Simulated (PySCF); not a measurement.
C7H10O.
Bonds: C1–C2 (triple), C2–C3, C3–C4 (double), C3–O5, O5–C6, C6–C7, C6–C8. Hydrogens: H9 on C1; H10, H11 on C4; H12 on C6; H13, H14, H15 on C7; H16, H17, H18 on C8.

Method: PySCF, BHandHLYP/def2-SV(P) geometry optimisation, gas phase; density fitting, grid level 1; the optimiser is geomeTRIC in internal coordinates, started from a GFN2-xTB structure.

The end geometry, which sets the zero of energy:
```
atom  x, y, z in Å
C1      2.3310    2.9762   -0.0855
C2      1.8477    1.8825    0.0134
C3      1.2690    0.5707    0.1323
C4      2.0415   -0.5136    0.2577
O5     -0.0729    0.6204    0.1073
C6     -0.8510   -0.5575    0.2252
C7     -2.2031   -0.1192    0.7476
C8     -0.9453   -1.2724   -1.1116
H9      2.7622    3.9489   -0.1725
H10     3.1177   -0.3891    0.2804
H11     1.6437   -1.5187    0.3357
H12    -0.3817   -1.2146    0.9672
H13    -2.0964    0.3780    1.7169
H14    -2.6677    0.5865    0.0501
H15    -2.8675   -0.9819    0.8666
H16    -1.5327   -2.1921   -1.0116
H17    -1.4358   -0.6249   -1.8471
H18     0.0430   -1.5391   -1.4981
```

**Question.** These geometries come from the run, each turned onto the end geometry. Order them by energy, lowest first.
A.
```
atom  x, y, z in Å
C1      2.3388    2.9854   -0.0513
C2      1.8372    1.8991    0.0287
C3      1.2733    0.5782    0.1225
C4      2.0485   -0.4926    0.3237
O5     -0.0586    0.5997   -0.0371
C6     -0.8429   -0.5655    0.1656
C7     -2.1602   -0.1057    0.7504
C8     -1.0012   -1.3121   -1.1459
H9      2.7615    3.9655   -0.1267
H10     3.1218   -0.3578    0.4024
H11     1.6585   -1.5031    0.3782
H12    -0.3422   -1.1996    0.9066
H13    -1.9937    0.3932    1.7120
H14    -2.6612    0.6024    0.0804
H15    -2.8255   -0.9618    0.9160
H16    -1.5798   -2.2335   -1.0048
H17    -1.5378   -0.6751   -1.8601
H18    -0.0350   -1.5769   -1.5866
```
B.
```
atom  x, y, z in Å
C1      2.3411    2.9860   -0.0206
C2      1.8406    1.8966    0.0313
C3      1.2690    0.5776    0.0932
C4      2.0527   -0.4954    0.2457
O5     -0.0693    0.6084   -0.0157
C6     -0.8502   -0.5570    0.1917
C7     -2.1817   -0.0928    0.7441
C8     -0.9838   -1.3248   -1.1105
H9      2.7686    3.9627   -0.0686
H10     3.1226   -0.3608    0.3512
H11     1.6660   -1.5075    0.2680
H12    -0.3563   -1.1822    0.9432
H13    -2.0405    0.4276    1.6968
H14    -2.6653    0.5980    0.0448
H15    -2.8479   -0.9469    0.9094
H16    -1.5578   -2.2461   -0.9601
H17    -1.5036   -0.7112   -1.8551
H18    -0.0024   -1.5922   -1.5149
```
C.
```
atom  x, y, z in Å
C1      2.3361    2.9612   -0.0928
C2      1.8596    1.8658    0.0159
C3      1.2714    0.5727    0.1386
C4      2.0487   -0.5073    0.2468
O5     -0.0854    0.6437    0.1372
C6     -0.8478   -0.5483    0.2415
C7     -2.2264   -0.1306    0.7441
C8     -0.9417   -1.2570   -1.1101
H9      2.7686    3.9124   -0.1870
H10     3.1164   -0.3925    0.2509
H11     1.6689   -1.5081    0.3378
H12    -0.3825   -1.2163    0.9816
H13    -2.1334    0.3872    1.6953
H14    -2.6904    0.5436    0.0290
H15    -2.8584   -1.0045    0.8742
H16    -1.5269   -2.1673   -1.0126
H17    -1.4222   -0.6027   -1.8336
H18     0.0472   -1.5120   -1.4831
```

**Answer.** B (0.007 eV), A (0.017 eV), C (0.040 eV).

In the order of the answer:

| step | E above end (eV) | largest force (eV/Å) | rms force component (eV/Å) | rms distance from end (Å) | rms bond change (Å) | bond most changed (Å) |
| --- | --- | --- | --- | --- | --- | --- |
| 2 | 0.007 | 0.14 | 0.031 | 0.069 | 0.001 | O5–C6 +0.001 |
| 1 | 0.017 | 0.25 | 0.070 | 0.080 | 0.001 | C1–H9 +0.002 |
| 0 | 0.040 | 0.81 | 0.289 | 0.029 | 0.010 | C1–H9 -0.018 |

What follows is the cost of the whole optimisation. The run took 43 s wall on an Arm Neoverse V1 with one thread, no GPU (shared host), and the process peaked at 0.56 GiB of memory.
